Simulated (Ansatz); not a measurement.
Bn: PBE0-D4/def2-SVP single points in Ansatz on relaxed structures, gas phase. Each cluster is the lowest isomer that a short search found in that spin, judged at the geometry's level, and lower ones may exist. HOMO and LUMO are taken over both spins. Binding counts from free atoms in the multiplicity of their measured ground term, without zero-point energy. Singlets are spin-restricted. A dash marks a value that wasn't run or was left out as unsound. The structures are stationary points that may keep the symmetry of their start. Remarks come from the PBE and PBE0 runs and from stability tests at other levels; not every state was tested.

```csv
species,atoms,state,geometry,HOMO (eV),LUMO (eV),gap (eV),binding per atom (eV),point group (within 0.1 Å),remarks
B3,3,doublet,PBE-D4/def2-TZVP,-7.68,-4.25,3.43,3.10,D3h,spin-contaminated (⟨S²⟩ up to 0.86)
B4,4,singlet,PBE-D4/def2-TZVP,-7.43,-3.24,4.19,3.76,D2h,–
B5,5,doublet,PBE-D4/def2-SVP,-7.26,-3.81,3.45,4.12,C2v,spin-contaminated (⟨S²⟩ up to 0.98)
B9,9,doublet,PBE-D4/def2-SVP,-6.58,-4.82,1.76,4.80,–,–
B11,11,doublet,r2SCAN-D4/def2-SVP,-6.32,-4.01,2.31,4.94,Cs,–
B13,13,doublet,PBE-D4/def2-SVP,-5.81,-4.12,1.69,5.19,C2v,–
B14,14,singlet,PBE0-D4/def2-SVP,-6.25,-4.67,1.57,–,C2,"triplet lower at PBE0, restricted SCF unstable in HF"
```

The gap (eV) runs from 1.57 (B14) to 4.19 (B4). It doesn't follow size steadily. The binding per atom (eV) runs from 3.10 (B3) to 5.19 (B13). It rises with size.
